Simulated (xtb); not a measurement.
CH3O2 (SMILES O=C[OH2+]), charge +1, singlet, from a rough starting geometry; GFN2-xTB run with xtb 6.7.1.

Input for xtb:
```
$ xtb mol.xyz --gfn 2 --chrg 1 --opt vtight --json

# file mol.xyz
6

O     -0.61180195    -0.41789578     0.12107375
C      0.42696325     0.45483548     0.10261156
O      1.62606988     0.09238042     0.15643338
H     -0.22615810    -1.36040573     0.11197385
H      0.13822940     1.46003150     0.08557817
H     -1.29188613    -0.29429709    -0.51336461
```

### Question
Write the output that xtb gives for this input, abridged.

### Answer

```
   ID    Z sym.   atoms
    1    8 O      1, 3
    2    6 C      2
    3    1 H      4-6

           -------------------------------------------------
          |                Calculation Setup                |
           -------------------------------------------------

           -------------------------------------------------
          |                 G F N 2 - x T B                 |
           -------------------------------------------------

          ...................................................
          :                      SETUP                      :
          :.................................................:
          :  # basis functions                  15          :
          :  # atomic orbitals                  15          :
          :  # shells                            9          :
          :  # electrons                        18          :
          :  max. iterations                   250          :
          :  Hamiltonian                  GFN2-xTB          :
          :  restarted?                      false          :
          :  GBSA solvation                  false          :
          :  PC potential                    false          :
          :  electronic temp.          300.0000000     K    :
          :  accuracy                    1.0000000          :
          :  -> integral cutoff          0.2500000E+02      :
          :  -> integral neglect         0.1000000E-07      :
          :  -> SCF convergence          0.1000000E-05 Eh   :
          :  -> wf. convergence          0.1000000E-03 e    :
          :  Broyden damping             0.4000000          :
          :  net charge                          1          :
          :  unpaired electrons                  0          :
          ...................................................

 iter      E             dE          RMSdq      gap      omega  full diag
   1    -11.2830147 -0.112830E+02  0.584E+00    4.77       0.0  T
   2    -11.3270686 -0.440539E-01  0.329E+00    3.89       1.0  T
   3    -11.3300559 -0.298740E-02  0.207E+00    4.31       1.0  T
   4    -11.3319461 -0.189016E-02  0.556E-01    4.00       1.0  T
   5    -11.3330462 -0.110011E-02  0.121E-01    4.12       1.0  T
   6    -11.3330541 -0.789794E-05  0.268E-02    4.11       1.5  T
   7    -11.3330547 -0.546867E-06  0.173E-02    4.12       2.4  T
   8    -11.3330554 -0.778773E-06  0.332E-03    4.11      12.3  T
   9    -11.3330555 -0.253282E-07  0.507E-04    4.11      80.5  T
  10    -11.3330555 -0.235531E-09  0.198E-04    4.11     206.5  T

   *** convergence criteria satisfied after 10 iterations ***

         :::::::::::::::::::::::::::::::::::::::::::::::::::::
         ::                     SUMMARY                     ::
         :::::::::::::::::::::::::::::::::::::::::::::::::::::
         :: total energy             -11.242203656614 Eh    ::
         :: gradient norm              0.206699605744 Eh/a0 ::
         :: HOMO-LUMO gap              4.114459207454 eV    ::
         ::.................................................::
         :: SCC energy               -11.333055418310 Eh    ::
         :: -> isotropic ES            0.164874824040 Eh    ::
         :: -> anisotropic ES          0.000180236424 Eh    ::
         :: -> anisotropic XC          0.000773801919 Eh    ::
         :: -> dispersion             -0.001124243181 Eh    ::
         :: repulsion energy           0.090851761696 Eh    ::
         :: add. restraining           0.000000000000 Eh    ::
         :: total charge               1.000000000000 e     ::
         :::::::::::::::::::::::::::::::::::::::::::::::::::::

      -----------------------------------------------------------
     |                   =====================                   |
     |                        A N C O P T                        |
     |                   =====================                   |
     |               Approximate Normal Coordinate               |
[...]
 * total energy  :   -11.2660744 Eh     change       -0.1087816E-02 Eh
 * total energy  :   -11.2664785 Eh     change       -0.4041315E-03 Eh
 * total energy  :   -11.2665425 Eh     change       -0.6398467E-04 Eh
 * total energy  :   -11.2665473 Eh     change       -0.4831274E-05 Eh
 * total energy  :   -11.2665514 Eh     change       -0.4063447E-05 Eh
 * total energy  :   -11.2665544 Eh     change       -0.2983604E-05 Eh
 * total energy  :   -11.2665554 Eh     change       -0.9817738E-06 Eh
 * total energy  :   -11.2665564 Eh     change       -0.1029905E-05 Eh
 * total energy  :   -11.2665568 Eh     change       -0.4060956E-06 Eh
 * total energy  :   -11.2665571 Eh     change       -0.3322257E-06 Eh
 * total energy  :   -11.2665573 Eh     change       -0.1386490E-06 Eh
 * total energy  :   -11.2665573 Eh     change       -0.5050598E-07 Eh
   *** GEOMETRY OPTIMIZATION CONVERGED AFTER 16 ITERATIONS ***
         :: total energy             -11.266557336051 Eh    ::
[...]
         :::::::::::::::::::::::::::::::::::::::::::::::::::::

           -------------------------------------------------
          |                Property Printout                |
           -------------------------------------------------

    * Orbital Energies and Occupations

         #    Occupation            Energy/Eh            Energy/eV
      -------------------------------------------------------------
         1        2.0000           -1.0318049             -28.0768
         2        2.0000           -1.0117565             -27.5313
         3        2.0000           -0.9361594             -25.4742
         4        2.0000           -0.9148645             -24.8947
         5        2.0000           -0.8642619             -23.5178
         6        2.0000           -0.8606751             -23.4202
         7        2.0000           -0.8056244             -21.9222
         8        2.0000           -0.7918242             -21.5466
         9        2.0000           -0.7201787             -19.5971 (HOMO)
        10                         -0.5249247             -14.2839 (LUMO)
        11                         -0.3864826             -10.5167
        12                         -0.2037663              -5.5448
        13                         -0.1006139              -2.7378
        14                         -0.0442075              -1.2029
        15                          0.5623306              15.3018
      -------------------------------------------------------------
                  HL-Gap            0.1952540 Eh            5.3131 eV
             Fermi-level           -0.6225517 Eh          -16.9405 eV

     #   Z          covCN         q      C6AA      α(0)
     1   8 O        2.423    -0.268    18.412     5.795
     2   6 C        2.599     0.313    21.700     7.618
     3   8 O        0.856    -0.067    16.037     5.369
     4   1 H        0.802     0.424     0.444     1.047
     5   1 H        0.925     0.176     1.229     1.734
     6   1 H        0.803     0.422     0.446     1.049

 Mol. C6AA /au·bohr⁶  :        235.129018
 Mol. C8AA /au·bohr⁸  :       4974.381721
 Mol. α(0) /au        :         22.610784

Wiberg/Mayer (AO) data.
largest (>0.10) Wiberg bond orders for each atom

 ---------------------------------------------------------------------------
     #   Z sym  total        # sym  WBO       # sym  WBO       # sym  WBO
 ---------------------------------------------------------------------------
     1   8 O    2.501 --     6 H    0.801     4 H    0.799     2 C    0.735
                             3 O    0.155
     2   6 C    3.847 --     3 O    2.199     5 H    0.908     1 O    0.735
     3   8 O    2.419 --     2 C    2.199     1 O    0.155
     4   1 H    0.821 --     1 O    0.799
     5   1 H    0.969 --     2 C    0.908
     6   1 H    0.822 --     1 O    0.801
 ---------------------------------------------------------------------------

Topologies differ in total number of bonds
Writing topology from bond orders to xtbtopo.mol

molecular dipole:
                 x           y           z       tot (Debye)
 q only:       -0.870      -0.333      -0.314
   full:       -1.147      -0.396      -0.456       3.294
molecular quadrupole (traceless):
                xx          xy          yy          xz          yz          zz
 q only:       -0.113       2.053       3.382       1.421       0.304      -3.270
  q+dip:       -1.209       1.426       4.650       1.784       0.387      -3.441
   full:       -1.641       2.043       4.250       1.661       0.480      -2.610

optimized geometry written to: xtbopt.xyz

           -------------------------------------------------
          | TOTAL ENERGY              -11.266557336051 Eh   |
          | GRADIENT NORM               0.000040858577 Eh/α |
          | HOMO-LUMO GAP               5.313131642430 eV   |
           -------------------------------------------------

normal termination of xtb
```
